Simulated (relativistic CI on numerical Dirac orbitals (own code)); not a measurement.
Mo³⁺: 4p photoemission

Computed with this model: Dirac-Coulomb-Breit CI, separate exchange-only KLI orbitals for each configuration, model QED (radiative potential, 1s self-energy scaled to tabulated hydrogen-like ionisation energies), valence Slater integrals scaled by 0.8, multiplet model of photoemission in the sudden approximation; configurations [Kr] 4d3 → [Ar] 3d10 4s2 4p5 4d3; 300 K; Lorentzian 0.84 eV and Gaussian 0.6 eV FWHM. Energies are those of the free ion, without screening or charge transfer. The energies are binding energies and can lie tens of eV above those of solids. S is read from ⟨S²⟩ = S(S + 1).

Field parameters in Wybourne normalisation: Oh B⁴₀ = 21Dq, B⁴₄ = √(5/14) B⁴₀. The field is a parameter set, without covalency.

free ion: ground-state S = 1.49, centroid 78.16 eV. Peaks (eV, height): 74.4 (100), 76.3 (77), 77.0 (79), 82.8 (10), 87.5 (27), 90.2 (23).

Oh, 10Dq = 6000 cm⁻¹: ground-state S = 1.50, centroid 78.19 eV. Peaks (eV, height): 74.5 (100), 79.2 (34), 84.4 (10), 88.5 (24), 90.9 (10).

Oh, 10Dq = 16500 cm⁻¹: ground-state S = 1.50, centroid 78.20 eV. Peaks (eV, height): 74.7 (100), 80.2 (26), 86.6 (9), 89.7 (17).

Oh, 10Dq = 27050 cm⁻¹: ground-state S = 1.50, centroid 78.20 eV. Peaks (eV, height): 74.8 (100), 78.5 (18), 80.2 (26), 88.5 (11), 90.8 (10).

Strongest unbroadened transitions for Oh, 10Dq = 16500 cm⁻¹:

| Energy (eV) | Relative strength |
| --- | --- |
| 74.54 | 75.2 |
| 74.55 | 100.0 |
| 75.31 | 43.3 |
| 75.32 | 66.2 |
| 75.86 | 40.0 |
| 76.23 | 8.1 |
| 76.62 | 13.7 |
| 77.10 | 6.8 |
| 77.11 | 7.2 |
| 77.32 | 14.7 |
| 77.46 | 9.2 |
| 79.33 | 9.3 |
| 80.00 | 7.2 |
| 80.12 | 8.5 |
| 81.29 | 6.5 |
| 89.38 | 8.4 |
| 89.77 | 11.4 |
| 90.05 | 9.0 |
